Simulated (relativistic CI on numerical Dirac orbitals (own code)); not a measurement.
**Co2+ in a cubic cluster: 2p photoemission with charge transfer**

Computed with a charge-transfer multiplet model of a cubic metal-ligand cluster with up to 2 ligand holes, Slater and spin-orbit integrals from Dirac-Coulomb-Breit ions, Slater integrals scaled by 0.8. The ground state mixes d7 with configurations of k ligand holes L, whose averages lie at kΔ + k(k − 1)U_dd/2; a core hole lowers each added d electron by U_cd. 300 K, Lorentzian 0.6 eV and Gaussian 0.8 eV FWHM.

Atomic integrals in eV (Slater integrals scaled, ζ unscaled), ground: F2dd 9.233, F4dd 5.731, zeta_d 0.063; with the core hole: F2dd 10.695, F4dd 6.685, zeta_d 0.093, zeta_core 9.664, F2cd 6.345, G1cd 4.816, G3cd 2.738.

Cluster parameters (eV): Δ = 2.2, U_cd = 8.6, 10Dq = 1.55, 10Dq(ligand) = 1.4, V(eg) = 2.4, V(t2g) = -1.21, final-state hopping factor = 0.8.

```csv
Case,n_d,d7,d8L,d9L2,S
U_dd = 6.2 eV,7.56,0.49,0.46,0.05,0.51
U_dd = 6.9 eV,7.55,0.50,0.46,0.04,0.51
U_dd = 7.6 eV,7.54,0.50,0.46,0.04,0.51
U_dd = 8.3 eV,7.53,0.51,0.46,0.04,0.51
U_dd = 9 eV,7.52,0.51,0.46,0.03,0.51
```

Weights, n_d and S are thermal averages at 300 K. Binding energies count from the first peak over 30 % of the highest in each spectrum, which can be another peak from case to case. The parameters are a model scan and need not match a compound or its usual spin state. Peaks in eV (height, largest 100):
- U_dd = 6.2 eV: 0.0 (100), 3.9 (11), 6.8 (20), 8.7 (21), 12.3 (11), 15.2 (57), 23.1 (15), 28.0 (7)
- U_dd = 6.9 eV: 0.0 (100), 7.0 (20), 8.8 (19), 12.0 (11), 15.1 (57), 23.1 (14), 27.7 (7)
- U_dd = 7.6 eV: 0.0 (100), 7.4 (21), 9.2 (17), 11.9 (11), 15.2 (56), 23.4 (13), 27.7 (7)
- U_dd = 8.3 eV: 0.0 (100), 7.7 (21), 9.6 (15), 11.6 (11), 15.2 (56), 23.6 (12), 27.6 (7)
- U_dd = 9 eV: 0.0 (100), 8.1 (23), 10.0 (15), 15.3 (56), 24.0 (12), 27.6 (6)

For the case U_dd = 7.6 eV, Δ = 2.2 eV is smaller than U_dd = 7.6 eV, the charge-transfer side of the Zaanen-Sawatzky-Allen scheme. With the core hole the average of the configuration with one ligand hole lies at Δ − U_cd = -6.4 eV before mixing: it lies below the unscreened one, so the lowest final states are mostly screened and the unscreened weight appears at higher binding energy as a satellite.

With at most 2 ligand holes the space is cut while the next configuration still counts, so covalency is underestimated, and a final configuration with one more ligand hole, which can lie low, is missing from the spectra.
